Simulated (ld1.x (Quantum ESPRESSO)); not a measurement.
## Before and after: ultrasoft potential for rhodium

```json
{
 "Element": "Rh (Z = 45)",
 "Generator": "ld1.x (Quantum ESPRESSO) 7.5",
 "Type": "ultrasoft",
 "Functional": "PBE",
 "Relativity": "scalar-relativistic",
 "Frozen core": "[Kr]",
 "Valence charge": "9",
 "Reference configuration": "4d8.5 5s0.5 5p0",
 "Partial waves": "5s (bound): rcut 2.75, rcutus 3.00 bohr; 5s channel at 0.95 Ry: rcut 2.75, rcutus 3.00 bohr; 5p (bound, empty): rcut 2.45, rcutus 2.90 bohr; 5p channel at 0.5 Ry: rcut 2.45, rcutus 2.90 bohr; 4d (bound): rcut 1.40, rcutus 1.75 bohr; 4d channel at 2.65 Ry: rcut 1.40, rcutus 1.75 bohr",
 "Local potential": "all-electron potential smoothed inside 2.30 bohr (lloc = -2)",
 "Core correction": "none",
 "Augmentation charge": "built from norm-conserving waves at rcut, not smoothed further"
}
```

Change: waves 4d (bound): rcut 1.30, rcutus 1.38 bohr; 4d channel at 2.65 Ry: rcut 1.30, rcutus 1.38 bohr.

Cutoffs: the cutoffs (Ry, on a coarse ladder) from which the occupation-weighted sum of valence levels, in a spherical-Bessel basis at the reference potential, stays within 10 and 1 mRy of its value at 400 Ry; they do not see the model core or the augmentation charge, which bear on the density cutoff. Errors are all-electron minus pseudo energies relative to the spin-unpolarised reference configuration.

What does the change do?

Of the 7 tests that both files solve, the error grows in 1 and shrinks in 6 by more than 15 % and 0.3 meV (median size 41.8 → 12.0 meV); the range in which the d phases agree widens (upper end 1.0 → at the end of the scan); neither file shows a bound ghost.

| quantity | base | changed |
| --- | --- | --- |
| cutoffs, loose and tight | not determined | 55 Ry, 100 Ry |
| bound ghosts | none | none |
| error for 4d8 5s1 5p0, meV [ΔE 0.63 eV] | -11 | -7.5 |
| error for 4d8 5s0 5p0, meV [ΔE 8.09 eV] | +7.9 | +12 |
| error for 4d7 5s0 5p0, meV [ΔE 27.60 eV] | -42 | +7.9 |
| error for 4d6 5s0 5p0, meV [ΔE 60.11 eV] | -258 | -120 |
| error for 4d8 5s0.5 5p0, meV [ΔE 3.55 eV] | -6.8 | -3.2 |
| error for 4d7 5s2 5p0, meV [ΔE 3.11 eV] | -83 | -59 |
| error for 4d5 5s0 5p0, meV [ΔE 107.05 eV] | -699 | -481 |
| s: phases at 3.24 bohr within 0.05 rad from the reference energy up to (Ry; the scan ends near 5) | 1.6 | 1.6 |
| p: phases at 3.24 bohr within 0.05 rad from the reference energy up to (Ry; the scan ends near 5) | 3.3 | 3.3 |
| d: phases at 3.24 bohr within 0.05 rad from the reference energy up to (Ry; the scan ends near 5) | 1.0 | to the end of the scan |
| lowest overlap eigenvalue by channel | s 0.56, p 0.43, d 0.64 | s 0.56, p 0.43, d 0.99 |
